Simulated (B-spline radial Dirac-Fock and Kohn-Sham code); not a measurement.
# Photoemission from Ta⁴⁺ at 12000 eV, detector at θ = 54.7°, φ = 0°

System: Ta⁴⁺ in the configuration [Xe] 4f14 5d1. Level of theory: Dirac-Hartree-Slater photoionisation with a Latter tail; cross sections with all multipoles, angular parameters from the dipole term and its interference with E2; a radial atomic solver. Thresholds are orbital energies of the model. For linearly polarised light dσ/dΩ = σ/(4π) [1 + β P₂(cos θ) + (δ + γ cos²θ) sin θ cos φ], with θ from the polarisation vector and φ the angle between the beam and the projection of the electron momentum on the plane normal to the polarisation. The dipole factor is 1 + βP₂ and the non-dipole term is the rest of the bracket. Open shells are filled statistically over j.

| subshell | threshold (eV) | σ (kb) | β | γ | δ | dipole factor | non-dipole term | dσ/dΩ (kb/sr) |
| --- | --- | --- | --- | --- | --- | --- | --- | --- |
| 2s | 11701.9 | 9.64 | 1.95 | 1.46 | -0.001 | 1.002 | +0.397 | 1.07 |
| 2p1/2 | 11209.3 | 16.8 | 1.23 | -0.53 | -0.008 | 1.001 | -0.151 | 1.14 |
| 2p3/2 | 9924.3 | 26.7 | 1.46 | -0.14 | 0.048 | 1.001 | 0.000 | 2.13 |
| 3s | 2730.2 | 2.48 | 1.96 | -0.13 | -0.002 | 1.002 | -0.036 | 0.191 |
| 3p1/2 | 2507.1 | 2.70 | 1.52 | 0.83 | 0.024 | 1.001 | +0.246 | 0.268 |
| 3p3/2 | 2229.0 | 4.39 | 1.64 | 0.98 | 0.037 | 1.001 | +0.299 | 0.454 |
| 3d3/2 | 1847.3 | 1.56 | 1.10 | 1.74 | 0.223 | 1.001 | +0.656 | 0.205 |
| 3d5/2 | 1786.3 | 2.02 | 0.98 | 1.69 | 0.253 | 1.001 | +0.666 | 0.268 |
| 4s | 599.9 | 0.635 | 1.96 | -0.05 | -0.002 | 1.002 | -0.016 | 0.0498 |
| 4p1/2 | 506.6 | 0.612 | 1.51 | 0.97 | 0.022 | 1.001 | +0.281 | 0.0625 |
| 4p3/2 | 442.3 | 0.974 | 1.63 | 1.11 | 0.033 | 1.001 | +0.329 | 0.103 |
| 4d3/2 | 287.4 | 0.317 | 1.07 | 1.77 | 0.211 | 1.001 | +0.654 | 0.0418 |
| 4d5/2 | 275.5 | 0.409 | 0.94 | 1.70 | 0.245 | 1.001 | +0.663 | 0.0541 |
| 4f5/2 | 80.80 | 0.0159 | 0.59 | 1.67 | 0.548 | 1.001 | +0.902 | 0.00241 |
| 4f7/2 | 78.65 | 0.0193 | 0.57 | 1.62 | 0.567 | 1.001 | +0.904 | 0.00292 |
| 5s | 123.0 | 0.115 | 1.96 | -0.03 | -0.002 | 1.002 | -0.011 | 0.00910 |
| 5p1/2 | 94.85 | 0.0940 | 1.51 | 0.99 | 0.021 | 1.001 | +0.288 | 0.00964 |
| 5p3/2 | 85.06 | 0.145 | 1.63 | 1.13 | 0.032 | 1.001 | +0.335 | 0.0155 |
| 5d3/2 | 47.25 | 0.00280 | 1.06 | 1.77 | 0.210 | 1.001 | +0.654 | 0.000369 |
| 5d5/2 | 46.21 | 0.00357 | 0.93 | 1.70 | 0.244 | 1.001 | +0.663 | 0.000473 |

Values without a named source are computed, but for edge energies of neutral atoms, which are taken from tables.
